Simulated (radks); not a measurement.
Question: Method: scalar-relativistic Kohn-Sham, LB94 model potential, spin-polarised, spherical densities, finite nucleus; open shells are filled with parallel spins first; Fermi nuclear charge, rms radius of each element as measured or else 0.836 A^(1/3) + 0.57 fm; computed with a radial shooting solver on a logarithmic mesh with Libxc functionals. Response by self-consistent Sternheimer equations with the Hartree and adiabatic LDA kernel, the relativistic mass of each level held fixed and spin-orbit coupling left out. Rank Li, B2+, C3+, F6+, Be+, Ne7+, O5+, N4+ (NIST ground configurations) by static dipole polarisability, largest first.

Answer: Li 149.9, Be+ 22.41, B2+ 7.229, C3+ 3.200, N4+ 1.689, O5+ 0.9967, F6+ 0.6359, Ne7+ 0.4295 bohr^3.
